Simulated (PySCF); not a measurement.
Geometries of 4 isomers of C3H7NSi, from PySCF, PBE0-D3(BJ)/def2-SVP geometry optimisation, gas phase. One conformer each, no zero-point energy, no frequencies.

Problem. Which isomer lies lowest at this level?
A.
```xyz
12
angstrom
C      2.744   -0.555    0.158
C      1.362   -0.120    0.074
C      0.203    0.255    0.001
Si    -1.559    0.777   -0.080
N     -2.714   -0.435    0.359
H      3.314   -0.235   -0.728
H      2.811   -1.652    0.223
H      3.238   -0.134    1.048
H     -1.849    1.192   -1.482
H     -1.736    1.926    0.855
H     -2.822   -1.238   -0.252
H     -2.752   -0.731    1.328
```
B.
```xyz
12
angstrom
C      2.115    1.060   -0.775
C      1.418    0.139   -0.408
C      0.561   -0.959    0.057
N     -0.523   -0.567    0.930
Si    -2.026    0.082    0.341
H      2.733    1.873   -1.107
H      0.140   -1.472   -0.826
H      1.197   -1.713    0.555
H     -0.201   -0.232    1.832
H     -2.955    0.148    1.507
H     -1.958    1.446   -0.280
H     -2.541   -0.857   -0.702
```
C.
```xyz
12
angstrom
Si     1.412   -0.190    0.231
C     -0.017   -0.171   -1.011
C     -1.387    0.108   -0.443
C     -1.801   -0.276    0.891
N     -1.524    0.944    0.821
H      2.662   -0.560   -0.501
H      1.606    1.138    0.882
H      1.165   -1.213    1.294
H     -0.020   -1.151   -1.523
H      0.222    0.572   -1.792
H     -2.168    0.292   -1.195
H     -2.130   -1.002    1.640
```
D.
```xyz
12
angstrom
C      1.661   -0.157   -0.084
Si    -0.129    0.186   -0.500
C     -1.321   -0.944    0.394
C     -0.504    1.939    0.033
N     -0.723    3.022    0.386
H      1.931   -1.186   -0.369
H      1.838   -0.038    0.996
H      2.329    0.534   -0.620
H     -0.358    0.159   -1.974
H     -2.365   -0.678    0.173
H     -1.170   -0.882    1.482
H     -1.157   -1.988    0.083
```

Solution. D. That is `C[SiH](C)C#N`, 26.2 kcal/mol below the next.

```csv
SMILES,atoms numbered as above,E (Eh),relative (kcal/mol),relative (kJ/mol),dipole (D)
C[SiH](C)C#N,[CH3:1][SiH:2]([CH3:3])[C:4]#[N:5],-462.24470,0.0,0.0,4.06
CC#C[SiH2]N,[CH3:1][C:2]#[C:3][SiH2:4][NH2:5],-462.20295,26.2,109.6,2.30
C#CCN[SiH3],[CH:1]#[C:2][CH2:3][NH:4][SiH3:5],-462.15904,53.8,224.9,0.84
[SiH3]C[C@H]1C=N1,[SiH3:1][CH2:2][C@H:3]1[CH:4]=[N:5]1,-462.14870,60.2,252.1,2.19
```

As drawn, the lowest has a C≡N group, which the highest lacks; the highest has a three-membered ring and a C=N bond, which the lowest lacks.
